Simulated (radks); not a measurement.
Valence configurations of the cadmium ion Cd+ (all share [Kr]). Method: Dirac Kohn-Sham, PBEsol, spin-unpolarised, spherical densities, finite nucleus; open shells fill j = l - 1/2 first; Fermi nuclear charge, rms radius 4.6087 fm; computed with a radial shooting solver on a logarithmic mesh with Libxc functionals. Energies are relative to 4d10 5s1; eigenvalues in eV.

valence,E (eV),e(4d3/2),e(4d5/2),e(5p1/2),e(5s1/2)
4d10 5s1,0.000,-20.945,-20.239,-,-13.077
4d10 5s0.5 5p0.5,2.782,-21.669,-20.960,-7.952,-13.549
4d9.5 5s1.5,3.877,-22.951,-22.223,-,-13.867
4d10 5p1,5.596,-22.372,-21.661,-8.341,-
4d9.5 5s1 5p0.5,6.783,-23.654,-22.923,-8.475,-14.320
4d9 5s2,8.366,-25.000,-24.251,-,-14.642
4d9 5s1 5p1,14.457,-26.346,-25.592,-9.336,-15.492
4d9 5s0.5 5p1.5,17.550,-26.992,-26.236,-9.673,-15.890
4d8.5 5s1.5 5p1,19.831,-28.397,-27.622,-9.819,-16.218
4d8 5s1 5p2,32.571,-31.702,-30.900,-10.904,-17.666

NIST lists [Kr] 4d10 5s1 as the ground configuration; this level of theory agrees among the configurations tried. The energies are those of spherical spin-averaged densities, not of single terms.
